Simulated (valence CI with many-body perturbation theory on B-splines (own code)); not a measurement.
Which ion has this spectrum?

A relativistic CI+MBPT calculation for an atom or ion with 13 electrons gives these levels (Ry):

| J | Parity | E | g |
| --- | --- | --- | --- |
| 1/2 | odd | 0.000 | 0.65 |
| 1/2 | even | 11.507 | 2.13 |
| 3/2 | odd | 21.944 | 1.32 |
| 3/2 | even | 31.363 | 1.63 |
| 5/2 | even | 32.620 | 1.34 |
| 3/2 | even | 34.120 | 0.97 |
| 1/2 | even | 34.813 | 1.25 |
| 3/2 | even | 38.223 | 0.83 |
| 5/2 | even | 42.604 | 1.20 |
| 3/2 | odd | 45.450 | 1.11 |
| 3/2 | odd | 46.431 | 0.68 |
| 5/2 | odd | 47.314 | 1.02 |
| 1/2 | odd | 49.151 | 0.39 |
| 3/2 | odd | 49.568 | 1.29 |

The energies are calculated, and their last digits are not significant.

(1) Which is it?
A. W61+
B. Lu58+
C. Tm56+
D. Ta60+

Results:

(1) B. Lu58+, ground level (3s^2 3p1/2) J=1/2.
